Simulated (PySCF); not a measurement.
Molecular orbitals of BiF

PW91 at R = 2.057 Å; basis Bi cc-pVDZ-PP with ECP60, F cc-pVDZ; scalar-relativistic core potentials; PySCF 2.14. State: ³Σ⁻ (triplet), unpaired electrons π ↑↑. Only the outer orbitals are listed, counted within each symmetry, core potentials removing the inner ones.

```csv
spin,orbital,occ.,ε (eV),on Bi (%),main shells (%)
α,6σ,1,-15.13,92,91 Bi s
α,7σ,1,-8.92,25,"74 F p, 19 Bi p"
α,3π,1,-8.28,13,"87 F p, 12 Bi p"
α,3π,1,-8.28,13,"87 F p, 12 Bi p"
α,4π,1,-4.92,89,"88 Bi p, 11 F p"
α,4π,1,-4.92,89,"88 Bi p, 11 F p"
α,8σ,0,-2.46,86,"80 Bi p, 14 F p"
α,9σ,0,4.90,100,96 Bi s
α,5π,0,6.76,100,99 Bi p
β,6σ,1,-14.19,89,"89 Bi s, 8 F p"
β,7σ,1,-8.69,25,"74 F p, 17 Bi p"
β,3π,1,-7.91,9,91 F p
β,3π,1,-7.91,9,91 F p
β,4π,0,-3.53,93,93 Bi p
β,4π,0,-3.53,93,93 Bi p
β,8σ,0,-1.86,88,"82 Bi p, 12 F p"
```

Problem. Which are the highest filled and the lowest empty level, where do they sit, and how wide is the gap?

Solution. Highest filled α 4π at -4.92 eV (in %: 88 Bi p, 11 F p); lowest empty β 4π at -3.53 eV (in %: 93 Bi p); the gap at PW91 is 1.39 eV. Both belong to one degenerate shell, split only by its one-sided filling, so this is no excitation gap.

The bond order (Mayer) is 1.00. The ⟨S²⟩ is 2.002 and the charge on Bi (Mulliken, basis-dependent) is 0.40. The charge on Bi (Löwdin, basis-dependent) is 0.40 and the dipole moment (positive dipole means Bi(−)F(+)) is -2.90 D.

Spin–orbit coupling is left out, which matters for elements this heavy, above all for dissociation energies. The state was picked by a PBE0 search and need not be the measured ground state.
